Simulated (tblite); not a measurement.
Compound: C₂H₇BS₃Si.
Numbering: `[SiH3:1][S:2][C@H:3]1[CH2:4][S:5][BH:6][S:7]1` (hydrogens: H8, H9, H10 on Si1; H11 on C3; H12, H13 on C4; H14 on B6)

Computed with GFN2-xTB (tblite), gas phase: L-BFGS steps from a force-field or distance-geometry start until the largest atomic force falls under 0.01 eV/Å.

Step 61: E = -561.2285 eV
```
atom  x, y, z in Å  |  force x, y, z in eV/Å
Si1    -2.4390   -0.0477    0.1637   -0.015   0.029   0.016
S2     -1.1931   -0.8132    1.7509   -0.018  -0.037  -0.048
C3      0.4718   -0.3433    1.2271    0.023   0.019   0.002
C4      0.8633   -0.8969   -0.1203   -0.011  -0.008   0.005
S5      2.4366   -0.1267   -0.6684   -0.019   0.020  -0.001
B6      2.1168    1.4400    0.1033    0.006   0.003   0.039
S7      0.7291    1.4980    1.2053    0.059   0.002   0.003
H8     -2.3769   -1.0209   -0.9246   -0.056   0.012  -0.011
H9     -1.9035    1.2412   -0.2515   -0.008  -0.017   0.013
H10    -3.7333    0.0423    0.8097   -0.014  -0.025  -0.025
H11     1.1249   -0.7218    2.0164    0.033   0.011   0.007
H12     0.1134   -0.6464   -0.8742    0.016  -0.039  -0.017
H13     1.0081   -1.9754   -0.0918   -0.026  -0.015   0.044
H14     2.7812    2.3702   -0.0876    0.031   0.047  -0.026
```

Step 62: E = -561.2293 eV
```
atom  x, y, z in Å  |  force x, y, z in eV/Å
Si1    -2.4417   -0.0475    0.1634    0.030   0.047   0.038
S2     -1.1922   -0.8143    1.7500   -0.023  -0.033  -0.062
C3      0.4739   -0.3433    1.2274    0.010   0.004  -0.010
C4      0.8651   -0.8979   -0.1197   -0.013  -0.020  -0.014
S5      2.4397   -0.1265   -0.6668   -0.034   0.000   0.001
B6      2.1176    1.4397    0.1045    0.002   0.025   0.033
S7      0.7298    1.4969    1.2059    0.055   0.010   0.007
H8     -2.3841   -1.0177   -0.9257   -0.050  -0.011  -0.029
H9     -1.9022    1.2400   -0.2516   -0.011  -0.019   0.015
H10    -3.7346    0.0450    0.8093   -0.033  -0.024  -0.010
H11     1.1286   -0.7227    2.0155    0.015   0.014   0.006
H12     0.1167   -0.6490   -0.8771    0.030  -0.037   0.015
H13     1.0070   -1.9776   -0.0883   -0.013   0.014   0.035
H14     2.7757    2.3744   -0.0887    0.035   0.031  -0.026
```

Step 63: E = -561.2303 eV
```
atom  x, y, z in Å  |  force x, y, z in eV/Å
Si1    -2.4439   -0.0462    0.1637    0.047   0.040   0.046
S2     -1.1915   -0.8186    1.7469   -0.013  -0.020  -0.063
C3      0.4764   -0.3437    1.2284   -0.007  -0.016  -0.024
C4      0.8670   -0.8999   -0.1187   -0.005  -0.014  -0.022
S5      2.4418   -0.1255   -0.6657   -0.044  -0.008   0.005
B6      2.1179    1.4415    0.1047    0.001   0.025   0.026
S7      0.7310    1.4957    1.2074    0.050   0.019   0.009
H8     -2.3927   -1.0140   -0.9272   -0.045  -0.021  -0.035
H9     -1.8998    1.2386   -0.2514   -0.009  -0.009   0.015
H10    -3.7372    0.0491    0.8080   -0.032  -0.022   0.000
H11     1.1330   -0.7237    2.0154   -0.011   0.018   0.001
H12     0.1202   -0.6539   -0.8792    0.032  -0.030   0.038
H13     1.0060   -1.9802   -0.0836    0.008   0.032   0.027
H14     2.7711    2.3803   -0.0907    0.028   0.005  -0.023
```

Q: Estimate the geometry and energy of step 64. (The exact step hangs on the optimiser's Hessian estimate; all steps are aligned on step 63, rigid shifts and turns removed.)

A: E = -561.2314 eV, largest force 0.068 eV/Å
```
atom  x, y, z in Å  |  force x, y, z in eV/Å
Si1    -2.4475   -0.0459    0.1648    0.048   0.026   0.028
S2     -1.1909   -0.8247    1.7407    0.013  -0.002  -0.039
C3      0.4781   -0.3414    1.2275   -0.028  -0.038  -0.027
C4      0.8683   -0.9006   -0.1184    0.006  -0.016  -0.024
S5      2.4419   -0.1232   -0.6672   -0.044  -0.023   0.005
B6      2.1204    1.4432    0.1061    0.014   0.027   0.007
S7      0.7341    1.4970    1.2083    0.023   0.024   0.019
H8     -2.4009   -1.0110   -0.9287   -0.044  -0.022  -0.035
H9     -1.9006    1.2370   -0.2499   -0.004   0.008   0.014
H10    -3.7411    0.0498    0.8081   -0.031  -0.021   0.009
H11     1.1356   -0.7211    2.0146   -0.032   0.018  -0.006
H12     0.1222   -0.6606   -0.8820    0.032  -0.021   0.056
H13     1.0057   -1.9816   -0.0760    0.028   0.053   0.011
H14     2.7740    2.3825   -0.0897    0.018  -0.013  -0.018
```

The energy changes by -0.0011 eV. The first-order estimate −F·Δx gives -0.0015 eV and the mean of the old and new forces, exact on a quadratic surface, -0.0011 eV. The step makes an angle of 64° with the force vector and moves no atom by more than 0.009 Å.

The cost below is that of the whole relaxation. The run took 1.1 s on Arm Neoverse V2, one thread, shared host with 32 logical CPUs at a one-minute load of 18.
